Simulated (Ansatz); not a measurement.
Computed with Ansatz on PBE0-D4/def2-TZVP structures; ΔE is electronic, products minus reactants. CBS: MP2 limit from def2 TZ/QZ plus the TZ coupled-cluster correction, frozen cores. This one scheme is used for every species. Functionals use def2-TZVPP. B3LYP here is the variant with VWN-RPA as its local correlation; programs differ in this. Each species was taken in one conformer, which may not be the lowest.

`O[SiH]1C=C1` + `OCO[SiH2]O` → `O[SiH2]O[SiH]1C=C1` + `OCO`  (formal exchange of groups at the Si–O bond)

```json
{"level": "PBE-D4", "ΔE (kcal/mol)": "-2.5", "difference from CCSD(T)/CBS": "0.8"}
{"level": "r2SCAN-D4", "ΔE (kcal/mol)": "-2.7", "difference from CCSD(T)/CBS": "0.6"}
{"level": "PBE0-D4", "ΔE (kcal/mol)": "-3.1", "difference from CCSD(T)/CBS": "0.2"}
{"level": "B3LYP-D4", "ΔE (kcal/mol)": "-3.3", "difference from CCSD(T)/CBS": "0.0"}
{"level": "ωB97M-V", "ΔE (kcal/mol)": "-2.5", "difference from CCSD(T)/CBS": "0.8"}
{"level": "B2PLYP", "ΔE (kcal/mol)": "-3.2", "difference from CCSD(T)/CBS": "0.1"}
{"level": "PBE", "ΔE (kcal/mol)": "-2.6", "difference from CCSD(T)/CBS": "0.7"}
{"level": "PBE0", "ΔE (kcal/mol)": "-3.1", "difference from CCSD(T)/CBS": "0.2"}
{"level": "SCS-MP2/def2-TZVPP", "ΔE (kcal/mol)": "-3.2", "difference from CCSD(T)/CBS": "0.1"}
{"level": "CCSD/def2-TZVPP", "ΔE (kcal/mol)": "-3.4", "difference from CCSD(T)/CBS": "-0.1"}
{"level": "CCSD(T)/def2-TZVPP", "ΔE (kcal/mol)": "-2.9", "difference from CCSD(T)/CBS": "0.4"}
{"level": "HF/def2-QZVPP", "ΔE (kcal/mol)": "-5.2", "difference from CCSD(T)/CBS": "-1.9"}
{"level": "MP2/def2-QZVPP", "ΔE (kcal/mol)": "-3.0", "difference from CCSD(T)/CBS": "0.3"}
{"level": "SCS-MP2/def2-QZVPP", "ΔE (kcal/mol)": "-3.5", "difference from CCSD(T)/CBS": "-0.2"}
{"level": "MP2/CBS(def2)", "ΔE (kcal/mol)": "-3.1", "difference from CCSD(T)/CBS": "0.2"}
{"level": "CCSD/CBS(def2)", "ΔE (kcal/mol)": "-3.7", "difference from CCSD(T)/CBS": "-0.4"}
{"level": "CCSD(T)/CBS", "ΔE (kcal/mol)": "-3.3", "difference from CCSD(T)/CBS": "0"}
```

Largest T1 diagnostic among the species: 0.012.

In def2-TZVPP, CCSD(T) changes the Hartree–Fock value by +2.0 kcal/mol (the triples alone add +0.4 kcal/mol) and MP2 by +2.2 kcal/mol.
